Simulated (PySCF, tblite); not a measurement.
C8H13OP.
Cartesian coordinates in Å at the GFN2-xTB level; atoms count from 1:
```xyz
23
C8H13OP angstrom
C      3.2635    0.3815    0.2977
C      2.2240   -0.4447    0.2240
C      0.8890   -0.0827   -0.2063
C     -0.1762   -0.8947   -0.1012
C     -0.2513   -2.2873    0.4189
P     -1.6838   -0.0856   -0.7118
C     -2.5345    0.6171    0.7558
O     -2.5810   -0.8672   -1.5715
C     -0.7281    1.2800   -1.4927
C      0.6226    1.2925   -0.7782
H      3.1986    1.4236    0.0357
H      4.2261    0.0389    0.6365
H      2.3509   -1.4779    0.5186
H      0.5695   -2.9007    0.0495
H     -0.2216   -2.3004    1.5099
H     -1.1931   -2.7294    0.0935
H     -2.9368   -0.2118    1.3358
H     -1.8629    1.2091    1.3695
H     -3.3635    1.2271    0.4004
H     -1.2422    2.2396   -1.4472
H     -0.6133    1.0045   -2.5440
H      1.4235    1.5767   -1.4635
H      0.6159    2.0187    0.0398
```

Computed, not measured: PBE0/pcSseg-1 in PySCF (dipole) on a GFN2-xTB geometry, gas phase.

Masses are those of the commonest isotopes; rigid-rotor values at the optimised geometry. The values belong to one conformer with, in the numbering `[CH2:1]=[CH:2][C:3]1=[C:4]([CH3:5])[P@:6]([CH3:7])(=[O:8])[CH2:9][CH2:10]1`, C1–C2–C3–C4 -171°, C3–C4–P6–C7 -96°, C4–P6–C9–C10 -21°, P6–C9–C10–C3 24°, C2–C3–C10–C9 165°.

(1) Give the principal moments of inertia and the rotational constants in cm⁻¹.

(2) What kind of rotor is it?

(3) What does the inertial defect say?

(4) Give the other two planar moments, Paa and Pbb, and the rms extents of the mass along the axes.

(5) List the rotational levels J(Ka,Kc) to J = 2 (K).

(6) Predict some low-J microwave lines.

## Answers

(1) Ia = 255.02, Ib = 610.96, Ic = 725.40 u·Å²; 505379 MHz·u·Å²/I gives 1982, 827.2 and 696.7 MHz, that is A = 0.06610, B = 0.02759, C = 0.02324 cm⁻¹.

(2) An asymmetric top. Ray's parameter κ = (2B − A − C)/(A − C) = -0.797; −1 is the prolate and +1 the oblate limit.

(3) Not planar: Δ = Ic − Ia − Ib = -140.58 u·Å². For a rigid frame Δ = −2 Σ m c², so Σ m c² = 70.29 u·Å² lies off the ab plane: 18.00 from hydrogen and 52.29 from heavier atoms. The atom farthest from that plane is 2.32 Å away.

(4) Paa = Σ m a² = (Ib + Ic − Ia)/2 = 540.67 and Pbb = Σ m b² = (Ia + Ic − Ib)/2 = 184.73 u·Å². With the mass M = 156.07 u, the rms extents √(P/M) along a, b and c are 1.86, 1.09, 0.67 Å.

(5) Above 0(0,0), as E/k:
J = 1: 1(0,1) 0.073, 1(1,1) 0.129, 1(1,0) 0.135
J = 2: 2(0,2) 0.219, 2(1,2) 0.269, 2(1,1) 0.287, 2(2,1) 0.454, 2(2,0) 0.454

(6) The dipole components are |μa| = 3.31 D, |μb| = 1.11 D, |μc| = 2.59 D. Intensities carry the squares of the components, which stand as 1.00 : 0.11 : 0.61 (a : b : c). Some lines, for components of 0.1 D or more:

```tsv
type	branch	J(Ka,Kc)	MHz	lower level (cm⁻¹)
a	Q	2(1,1) ← 2(1,2)	391	0.187
a	Q	3(1,2) ← 3(1,3)	782	0.332
a	R	2(1,2) ← 1(1,1)	2917	0.089
a	R	2(1,1) ← 1(1,0)	3178	0.094
b	Q	3(2,1) ← 3(1,2)	3327	0.359
b	R	3(0,3) ← 2(1,2)	3496	0.187
b	R	2(1,2) ← 1(0,1)	4072	0.051
a	R	3(0,3) ← 2(0,2)	4530	0.152
a	R	3(2,1) ← 2(2,0)	4613	0.316
a	R	3(1,2) ← 2(1,1)	4761	0.200
b	R	3(1,3) ← 2(0,2)	5404	0.152
b	Q	3(3,0) ← 3(2,1)	6054	0.469
c	R	3(1,2) ← 2(0,2)	6187	0.152
b	R	2(2,0) ← 1(1,1)	6783	0.089
b	R	3(3,1) ← 2(2,0)	10666	0.316
```

Its GFN2-xTB frequencies are all real (lowest 61 cm⁻¹). No vibrational averaging or centrifugal distortion is included, and the geometry carries the error of its method. A rigid rotor knows nothing of internal rotation, which can split or shift real lines.

Rough CPU time on one thread of a shared machine: about 2.7 min (grids of density and orbitals included). This is the PBE0/pcSseg-1 job that gave the dipole, with the shieldings it also computed.
